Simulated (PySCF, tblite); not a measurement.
C6H8PSi (charge -1).
Cartesian coordinates in Å at the GFN2-xTB level; atoms count from 1:
```xyz
16
C6H8PSi angstrom
C     -1.5226    2.5056    0.2017
C     -1.1805    1.2219    0.0672
C      0.1425    0.6794    0.1364
P      1.5978    1.6183    0.4683
C      2.5529    0.1662    0.3466
C      1.8001   -0.9529    0.0695
C      0.4273   -0.6908   -0.0540
Si    -0.8143   -2.0053   -0.4301
H     -0.7708    3.2573    0.3813
H     -2.5472    2.8423    0.1373
H     -1.9652    0.4885   -0.1158
H      3.6276    0.1656    0.4792
H      2.2261   -1.9439   -0.0426
H     -1.5803   -1.8099   -1.6825
H     -0.1561   -3.3173   -0.5866
H     -1.8451   -2.2160    0.6126
```

Computed geometry: GFN2-xTB, gas phase.

Take the most abundant isotopes and a rigid rotor. The values belong to one conformer with, in the numbering `[CH2:1]=[CH:2][c:3]1[p-:4][cH:5][cH:6][c:7]1[SiH3:8]`, C1–C2–C3–P4 2°.

Problem. What are A, B and C (GHz)?

Solution. Ia = 272.29, Ib = 373.19, Ic = 639.90 u·Å²; 505379 MHz·u·Å²/I gives 1856, 1354 and 789.8 MHz, that is A = 1.8561, B = 1.3542, C = 0.7898 GHz.

Problem. What kind of rotor is it?

Solution. An asymmetric top. Ray's parameter κ = (2B − A − C)/(A − C) = 0.059; −1 is the prolate and +1 the oblate limit.

Problem. Is it planar, by Δ = Ic − Ia − Ib?

Solution. Not planar: Δ = Ic − Ia − Ib = -5.57 u·Å². For a rigid frame Δ = −2 Σ m c², so Σ m c² = 2.78 u·Å² lies off the ab plane: 2.78 from hydrogen and 0.01 from heavier atoms. The atom farthest from that plane is 1.18 Å away.

Problem. Give the other two planar moments, Paa and Pbb, and the rms extents of the mass along the axes.

Solution. Paa = Σ m a² = (Ib + Ic − Ia)/2 = 370.40 and Pbb = Σ m b² = (Ia + Ic − Ib)/2 = 269.50 u·Å². With the mass M = 139.01 u, the rms extents √(P/M) along a, b and c are 1.63, 1.39, 0.14 Å.

Its GFN2-xTB frequencies are all real (lowest 91 cm⁻¹). These are rigid-rotor constants of the computed structure; measured ground-state constants (B0) also hold zero-point vibration.
